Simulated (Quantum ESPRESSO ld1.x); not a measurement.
Question: All-electron atom: Ce20+ in [Kr] 4d2. All-electron calculation, Dirac Kohn-Sham, relativistic LDA (MacDonald-Vosko exchange, VWN5 correlation), spin-unpolarised, spherical densities, point nucleus; open shells are shared between the two j in proportion to 2j + 1. Program: ld1.x of Quantum ESPRESSO 7.5. Some entries of the table are withheld. Estimate them.

orbital  occ.  eigenvalue (eV)  <r> (bohr)  r(max) (bohr)
1s1/2       2         -40524.9     0.02467          0.016
2s1/2       2         -6944.37      0.1050          0.090
2p1/2       2              (1)     0.08812          0.068
2p3/2       4              (2)     0.09428          0.073
3s1/2       2         -1893.08      0.2775          0.256
3p1/2       2         -1744.56      0.2667          0.242
3p3/2       4         -1656.17      0.2786          0.252
3d3/2       4         -1396.45      0.2487          0.203
3d5/2       6         -1377.20      0.2524          0.206
4s1/2       2         -740.563      0.5981          0.573
4p1/2       2         -682.420      0.6051          0.578
4p3/2       4         -659.293      0.6250          0.597
4d3/2     0.8         -562.009      0.6356            (3)
4d5/2     1.2         -557.335      0.6414            (4)
5s1/2       0         -387.041         (5)           1.10
5p1/2       0              (6)       1.114           1.12
5p3/2       0              (7)       1.141           1.15

Answer: 
(1) 2p1/2 eigenvalue (eV): -6594.99
(2) 2p3/2 eigenvalue (eV): -6152.63
(3) 4d3/2 r(max) (bohr): 0.597
(4) 4d5/2 r(max) (bohr): 0.606
(5) 5s1/2 <r> (bohr): 1.085
(6) 5p1/2 eigenvalue (eV): -361.875
(7) 5p3/2 eigenvalue (eV): -353.101
